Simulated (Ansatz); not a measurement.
Ideal-gas functions of Cl5HOW (`[OH][W]([Cl])([Cl])([Cl])([Cl])[Cl]`) at 500 K and 1 bar, from an Ansatz frequency run at PBE0-D4/def2-TZVP.

Molar mass 378.11 g/mol, point group Cs (symmetry number 1), electronic degeneracy 1, moments of inertia 612.317, 617.755, 753.508 u Å². Harmonic wavenumbers (cm⁻¹, unscaled): 83, 87, 91, 149, 162, 173, 199, 220, 250, 328, 342, 358, 374, 395, 407, 558, 748, 3865.

Use S(trans) = R[1.5 ln M + 2.5 ln T − 1.1517]; rotational temperatures θ = 24.2544 K / I; S(rot) = R[ln(√π/σ · √(T³/θAθBθC)) + 1.5]; for each mode x = 1.438777 ν̃/T, S = R[x/(eˣ − 1) − ln(1 − e⁻ˣ)] and H = RT x/(eˣ − 1); 1 cm⁻¹ = 0.0119627 kJ/mol; R = 8.31446 J/(mol·K).

Question: By hand: the entropy, in J/(mol·K).

Answer: Translation 193.6. Rotation: θ = 0.0396, 0.0393, 0.0322 K, giving 135.9. Vibration, mode by mode: 20.24, 19.85, 19.48, 15.42, 14.74, 14.20, 13.06, 12.25, 11.23, 9.10, 8.78, 8.43, 8.09, 7.68, 7.46, 5.22, 3.38, 0.00, in all 198.6. Electronic 0.0. Sum 528.1 J/(mol·K).

Question: By hand: H − E and G − E in kJ/mol, counted from the electronic energy.

Answer: Zero-point energy ½ × 8789 × 0.0119627 = 52.6; thermal vibration 46.6; translation, rotation and pV give 4 RT = 16.6. H − E = 115.8 kJ/mol, and G − E = 115.8 − 500 × 528.1/1000 = -148.2 kJ/mol.

Vibration gives 38 % of the entropy, 75.0 J/(mol·K) of it from the modes under 150 cm⁻¹: soft modes count most, and the harmonic formula is weakest for them. The sum counts one conformer and one mirror image; others add a mixing term.
